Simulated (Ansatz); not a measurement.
Compare A (`C=C1[SiH2]N1C`) with its isomer B (`C[SiH2]C1C=N1`).

Computed with Ansatz on PBE0-D4/def2-TZVP structures; ΔE is electronic, products minus reactants. CBS: MP2 limit from def2 TZ/QZ plus the TZ coupled-cluster correction, frozen cores. Functionals use def2-TZVPP. B3LYP here is the variant with VWN-RPA as its local correlation; programs differ in this. One conformer a species, not always the lowest.

**Question.** Which isomer does CCSD(T)/CBS put lower? Give the gap. (An estimate is asked.)

**Answer.** Ansatz gave: A, by 3.3 kcal/mol.

**Question.** Give E(B) − E(A) in kcal/mol with B2PLYP, CCSD(T)/def2-TZVPP, B3LYP, r2SCAN-D4, ωB97M-V, HF/def2-TZVPP, CCSD(T)/def2-SVP. (Best estimate.)

**Answer.** Ansatz gave: B2PLYP 5.1, CCSD(T)/def2-TZVPP 2.2, B3LYP 6.6, r2SCAN-D4 6.4, ωB97M-V 4.0, HF/def2-TZVPP 3.9, CCSD(T)/def2-SVP 1.0. None reverses the order clearly.

**Question.** Does the order hold for the free energy at 298.15 K (harmonic terms from PBE0-D4)? (Best estimate.)

**Answer.** Computed: Yes: G(B) − G(A) = +1.4 kcal/mol, for one conformer each. Modes under 60 cm⁻¹, often nearly free rotors, make the harmonic entropy too high.

Largest T1 diagnostic: 0.013.

From BLYP to BHLYP (50 % exact exchange), in def2-TZVPP and without D4, E(B) − E(A) moves by +0.7 kcal/mol. Leaving LDA and LC-ωPBE aside and taking each functional with its dispersion term where it has one, the values, not all of them listed here, spread over 3.8 kcal/mol, from ωB97X-V to BHLYP-D4. LDA lies +6.4 kcal/mol from PBE without D4.
